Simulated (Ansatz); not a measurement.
`C=C[SiH2][SiH2]Cl` + H–F → `C=C[SiH2][SiH2]F` + HCl  (ligand exchange at the Si–Cl bond)

Program: Ansatz. Geometries: PBE0-D4/def2-TZVP. ΔE: electronic, gas phase. CBS: MP2 limit from def2 TZ/QZ plus the TZ coupled-cluster correction, frozen cores. This one scheme is used for every species. DFT in def2-TZVPP. HSE06 is defined as in plane-wave codes. One conformer a species, not always the lowest.

`C=C[SiH2][SiH2]Cl`:

Cartesian coordinates in Å:
```
C -1.091 -0.743 1.946
C -0.062 -0.152 1.347
Si 0.610 -0.695 -0.299
Si 0.295 1.013 -1.871
Cl 1.165 2.731 -1.113
H -1.481 -0.395 2.899
H -1.590 -1.606 1.512
H 0.395 0.710 1.829
H 2.071 -0.974 -0.225
H -0.104 -1.924 -0.747
H -1.143 1.307 -2.097
H 0.936 0.727 -3.180
```

H–F:

Z-matrix (Å, degrees):
```
F
H 1 0.920
```

`C=C[SiH2][SiH2]F`:

Z-matrix (Å, degrees):
```
Si
C 1 1.860
Si 1 2.347 2 110.7
H 1 1.490 2 109.3 3 -119.0
H 1 1.490 2 111.1 3 120.7
C 2 1.330 1 123.5 3 113.5
H 2 1.089 1 118.3 3 -64.9
F 3 1.610 1 109.2 2 57.6
H 3 1.488 1 112.3 2 176.7
H 3 1.487 1 111.5 2 -61.0
H 6 1.086 2 121.8 1 1.6
H 6 1.086 2 122.0 1 -178.6
```

HCl:

Cartesian coordinates in Å:
```
Cl -0.010 -0.633 0.093
H 0.010 0.633 -0.093
```

```json
{"level": "HSE06", "ΔE (kJ/mol)": "-22.5"}
{"level": "BHLYP", "ΔE (kJ/mol)": "-37.4"}
{"level": "CCSD/def2-TZVPP", "ΔE (kJ/mol)": "-31.1"}
{"level": "CCSD(T)/def2-TZVPP", "ΔE (kJ/mol)": "-28.5"}
```

What does CCSD(T)/CBS give? (An estimate is asked.)

The calculation gave: -24.4 kJ/mol. The listed levels differ from it by 1.9, -13.0, -6.7, -4.1 kJ/mol.

What do rigid-rotor, harmonic-oscillator terms from PBE0-D4/def2-TZVP frequencies (298.15 K, 1 bar) make of the CCSD(T)/CBS value? (An estimate is asked.)

Ansatz gave: ΔZPE = -4.1 kJ/mol, ΔH = -29.2 kJ/mol, ΔS = 3 J/(mol·K), ΔG = -30.0 kJ/mol. Modes under 50 cm⁻¹ make the entropy rough.

Largest T1 diagnostic among the species: 0.012.

The D4 term adds +7.1 kJ/mol with B3LYP and +3.9 kJ/mol with PBE0; it sums over pairs of atoms, weighted by their polarisabilities, and B3LYP, whose exchange is more repulsive, gets the larger term. At CCSD(T), def2-SVP lies −4.3 kJ/mol from the extrapolated value and def2-TZVPP −4.1 kJ/mol.

B3LYP here is the variant with VWN-RPA as its local correlation; programs differ in this.
